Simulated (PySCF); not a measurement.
Job file and geometry (Å, from GFN2-xTB) of an NMR shielding run on `CP(CCC)CPC`, C₆H₁₆P₂, GIAO PBE0/pcSseg-1 NMR shielding, non-relativistic, gas phase in PySCF; density fitting, a coarse starting grid and PySCF grid level 2 are the driver's defaults:

```
$ OMP_NUM_THREADS=1 python probes_run.py task.json out

{"job": {"kind": "nmr", "xc": "PBE0", "basis": "pcSseg-1"}, "charge": 0, "multiplicity": 1}
C     -3.649859     0.844310     0.380766
C     -2.505541     0.267283    -0.443968
C     -1.175506     0.370814     0.295345
P      0.263027    -0.144760    -0.770122
C      0.048761    -1.977473    -0.720871
C      1.570103    -0.009482     0.548519
P      3.170105    -0.639450    -0.159294
C      3.554038     0.780262    -1.273277
H     -4.594205     0.741250    -0.148702
H     -3.481245     1.900906     0.579061
H     -3.732877     0.326802     1.334661
H     -2.715126    -0.779642    -0.674136
H     -2.430003     0.804911    -1.392306
H     -1.000394     1.412819     0.582163
H     -1.195741    -0.233091     1.208963
H      0.983175    -2.438334    -1.039112
H     -0.204553    -2.319198     0.282660
H     -0.735760    -2.268133    -1.417291
H      1.673384     1.037097     0.849402
H      1.299555    -0.613141     1.420015
H      3.958194    -0.197091     0.914944
H      2.864529     0.751966    -2.116428
H      4.570447     0.669437    -1.646921
H      3.453759     1.731701    -0.753048
```

Q: What does the program print?

A: 
```
coarse grid: 19688 points
cycle   1  E = -920.2439951558  dE =  4.734e-01  |g| = 5.043e-01  |ddm| = 4.254e+00
cycle   2  E = -920.2267787912  dE =  1.722e-02  |g| = 5.678e-01  |ddm| = 9.279e-01
cycle   3  E = -920.3109284200  dE = -8.415e-02  |g| = 3.674e-02  |ddm| = 5.079e-01
cycle   4  E = -920.3112490129  dE = -3.206e-04  |g| = 1.665e-02  |ddm| = 7.610e-02
cycle   5  E = -920.3113166773  dE = -6.766e-05  |g| = 5.810e-03  |ddm| = 2.481e-02
cycle   6  E = -920.3113250061  dE = -8.329e-06  |g| = 1.430e-03  |ddm| = 7.015e-03
final grid: 177056 points
cycle   7  E = -920.3620190518  dE = -5.444e-05  |g| = 1.101e-02  |ddm| = 5.038e-02
cycle   8  E = -920.3620052362  dE =  1.382e-05  |g| = 1.329e-02  |ddm| = 1.967e-02
cycle   9  E = -920.3620499917  dE = -4.476e-05  |g| = 4.027e-04  |ddm| = 1.118e-02
cycle  10  E = -920.3620500253  dE = -3.364e-08  |g| = 2.145e-04  |ddm| = 7.574e-04
cycle  11  E = -920.3620500364  dE = -1.107e-08  |g| = 6.436e-05  |ddm| = 2.610e-04
cycle  12  E = -920.3620500375  dE = -1.080e-09  |g| = 1.243e-05  |ddm| = 8.340e-05
cycle  13  E = -920.3620500375  dE = -3.638e-11  |g| = 4.272e-06  |ddm| = 1.853e-05
converged SCF energy = -920.3620500375

GIAO shielding tensors (ppm)
atom      isotropic    diamagn.    paramagn.     s11        s22        s33       span
  0 C      167.568     244.236     -76.668    154.345    160.248    188.112     33.768
  1 C      162.493     247.923     -85.430    150.754    163.571    173.155     22.401
  2 C      142.781     257.689    -114.908    122.487    137.330    168.527     46.040
  3 P      388.281     969.858    -581.578    361.658    377.051    426.132     64.474
  4 C      170.962     255.623     -84.661    153.313    167.151    192.423     39.109
  5 C      154.776     259.189    -104.414    148.759    156.908    158.660      9.901
  6 P      442.003     966.411    -524.408    390.630    440.603    494.777    104.147
  7 C      177.405     252.894     -75.489    161.672    182.540    188.002     26.330
  8 H       30.351      26.089       4.262     25.437     27.394     38.221     12.784
  9 H       30.715      28.681       2.035     26.451     29.008     36.687     10.236
 10 H       30.728      28.705       2.023     26.321     29.254     36.608     10.288
 11 H       30.367      32.495      -2.128     24.190     32.366     34.546     10.357
 12 H       30.308      32.038      -1.730     24.651     31.088     35.186     10.535
 13 H       30.245      36.601      -6.357     25.161     31.112     34.461      9.299
 14 H       30.577      36.708      -6.131     26.525     31.937     33.268      6.743
 15 H       29.845      31.282      -1.437     23.997     29.305     36.233     12.236
 16 H       31.315      33.514      -2.199     27.936     28.726     37.282      9.345
 17 H       30.492      32.249      -1.757     25.849     28.159     37.469     11.619
 18 H       29.854      35.989      -6.135     24.162     30.233     35.166     11.003
 19 H       30.402      35.208      -4.807     25.767     30.232     35.206      9.439
 20 H       28.069      30.144      -2.075     22.745     26.353     35.109     12.364
 21 H       30.065      31.911      -1.846     24.494     30.414     35.287     10.792
 22 H       30.727      27.304       3.423     25.721     27.355     39.106     13.385
 23 H       30.473      31.378      -0.906     25.991     28.200     37.228     11.237
```

Size and cost of the density-fitted run: 230 basis functions, 34 s wall time on 1 thread of an AMD EPYC 9R14, shared host; peak memory 1.1 GiB.
